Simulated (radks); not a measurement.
Task: Ti III, configuration [Ne] 3s1 3p6 3d3 (not the ground configuration). Calculated with a radial shooting solver on a logarithmic mesh with Libxc functionals: scalar-relativistic Kohn-Sham, r2SCAN, spin-unpolarised, spherical densities, finite nucleus; meta-GGA in the generalised Kohn-Sham scheme; Fermi nuclear charge, rms radius 3.5921 fm. Some entries of the table are withheld. Estimate them.

| orbital | occ. | eigenvalue (Ry) | r(max) (bohr) | <1/r> (bohr^-1) |
|---|---|---|---|---|
| 1s | 2 | -360.9538 | 0.04556 | 21.80 |
| 2s | 2 | -41.44377 | 0.2684 | 4.568 |
| 2p | 6 | -34.46300 | 0.2194 | 4.457 |
| 3s | 1 | -6.06808 | 0.8675 | 1.397 |
| 3p | 6 | -4.23730 | 0.8994 | 1.269 |
| 3d | 3 | -1.52208 | 0.9582 | 0.9509 |
| 4s | 0 | -1.20457 | 2.592 | (1) |
| 4p | 0 | (2) | (3) | 0.3731 |

Result: 
(1) 4s <1/r> (bohr^-1): 0.4487
(2) 4p eigenvalue (Ry): -0.87068
(3) 4p r(max) (bohr): 3.050
